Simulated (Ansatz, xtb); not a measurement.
BFOSi: which of two isomers lies lower

Structure I is `FB1O[Si]1`, a singlet and structure II is `O=B[Si]F`, a singlet. Both are isolated molecules in the gas phase, relaxed with PBE0-D3(BJ)/def2-SVP; the shapes shown needn't be the lowest conformers.

I (Å):

```xyz
4

B    -0.7365    0.3753   -0.9431
F    -0.7668   -0.9063   -1.2348
O    -1.7900    1.2125   -0.8169
Si   -0.3666    2.2191   -0.5038
```

II (Å):

```xyz
4

B    -0.7969    0.3878   -0.1862
F     1.1615    1.1378    1.6392
O    -1.9577    0.3536   -0.5083
Si    1.2551    0.3537    0.2085
```

Energies in hartree; the thermal terms are from PBE0-D3(BJ)/def2-SVP harmonic frequencies (ideal gas, rigid rotor, one conformer each, 298.15 K, 1 atm) and include the zero-point energy:

```
                                I           II
E, CCSD(T)/def2-TZVPP  −488.766349  −488.766058
    zero-point energy     0.010657     0.009323
         H(298 K) − E     0.015456     0.014943
         G(298 K) − E    −0.016022    −0.018682
```

Q: Work out ΔE, ΔE₀, ΔH and ΔG for I → II in kcal/mol (1 Eh = 627.51 kcal/mol) and the equilibrium ratio [II]/[I].

A: 1. ΔE = −488.766058 − (−488.766349) = +0.000291 Eh = +0.18 kcal/mol.
2. ΔE₀ = ΔE + ΔZPE = +0.000291 + (−0.001334) Eh = −0.65 kcal/mol.
3. ΔH = ΔE + (−0.000513) Eh = −0.14 kcal/mol.
4. ΔG = ΔE + (−0.002660) Eh = −1.49 kcal/mol, so ΔS = (ΔH − ΔG)/T = +18.9 J/(mol K).
5. kT = 0.9442 mEh, so K = [II]/[I] = exp(−ΔG/kT) = exp(+2.51) ≈ 12.

Structure II is favoured at this temperature, against the order of the electronic energies. An error of 1 kcal/mol in ΔG would change K by a factor of 5.4. Mirror images and further conformers aren't counted.

As drawn, II has 1 B=O, 1 F–Si in place of 1 B–F, 1 B–O, 1 O–Si. Structure I has a 3-membered ring, II no ring.

Other levels gave ΔE = −23.4 (GFN2-xTB); +6.0 (HF/STO-3G, GFN2-xTB geometries); +8.8 (r2SCAN-D4/def2-SVP, GFN2-xTB geometries); +6.3 (PBE0-D3(BJ)/def2-SVP); −0.9 (HF/def2-TZVPP); +0.2 (MP2/def2-TZVPP) kcal/mol. The correlated steps freeze 8 core orbitals. Programs: Ansatz 0.2.0, xtb 6.7.1.
